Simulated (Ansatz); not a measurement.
Reaction (isomerisation): `CBNC[SiH3]` → `CNB(C)[SiH3]`

Gas-phase electronic energies from Ansatz, PBE0-D4/def2-TZVP geometries. CCSD(T)/CBS adds triple-zeta CCSD(T) − MP2 to the extrapolated MP2 energy (def2 sets, frozen cores). Functionals use def2-TZVPP. B3LYP here is the variant with VWN-RPA as its local correlation; programs differ in this. Each species was taken in one conformer, which may not be the lowest.

`CBNC[SiH3]`:

Z-matrix (Å, degrees):
```
C
B 1 1.568
H 1 1.095 2 110.5
H 1 1.096 2 110.4 3 -116.4
H 1 1.094 2 114.3 3 121.9
N 2 1.391 1 121.7 3 -122.0
H 2 1.203 1 121.4 3 57.9
C 6 1.451 2 127.1 1 -178.3
H 6 1.010 2 119.0 1 -0.9
Si 8 1.890 6 112.0 2 114.0
H 8 1.093 6 108.3 2 -6.1
H 8 1.097 6 111.1 2 -122.7
H 10 1.486 8 110.0 6 -63.7
H 10 1.489 8 109.1 6 55.3
H 10 1.489 8 110.7 6 175.0
```

`CNB(C)[SiH3]`:

Z-matrix (Å, degrees):
```
C
N 1 1.446
H 1 1.094 2 111.2
H 1 1.094 2 111.3 3 120.5
H 1 1.088 2 110.1 3 -119.7
B 2 1.394 1 129.2 3 120.7
H 2 1.008 1 112.8 3 -59.4
Si 6 2.028 2 116.1 1 179.9
C 6 1.574 2 123.7 1 -0.2
H 8 1.493 6 112.3 2 121.4
H 8 1.493 6 112.1 2 -118.9
H 8 1.496 6 111.7 2 1.1
H 9 1.096 6 109.9 2 -121.0
H 9 1.093 6 115.9 2 1.2
H 9 1.096 6 110.1 2 123.5
```

Task: Is it downhill or uphill in electronic energy at CCSD(T)/CBS, and by how much? (Estimate.)

Result: The calculation gave: Uphill: ΔE = +3.5 kJ/mol.

Task: What do these levels give: PBE-D4, r2SCAN-D4, ωB97M-V, B2PLYP, PBE, B3LYP, MP2/def2-TZVPP, SCS-MP2/def2-TZVPP, CCSD/def2-TZVPP, HF/def2-QZVPP, MP2/def2-QZVPP, CCSD/CBS(def2)? (Estimate.)

Result: Ansatz gave: PBE-D4 -4.8, r2SCAN-D4 1.0, ωB97M-V 7.6, B2PLYP 6.1, PBE -3.6, B3LYP 5.3, MP2/def2-TZVPP 7.1, SCS-MP2/def2-TZVPP 8.1, CCSD/def2-TZVPP 4.4, HF/def2-QZVPP 14.2, MP2/def2-QZVPP 7.8, CCSD/CBS(def2) 5.1 kJ/mol.

Largest T1 diagnostic among the species: 0.013.

In def2-TZVPP, CCSD(T) changes the Hartree–Fock value by −10.8 kJ/mol (the triples alone add −1.6 kJ/mol) and MP2 by −6.4 kJ/mol.
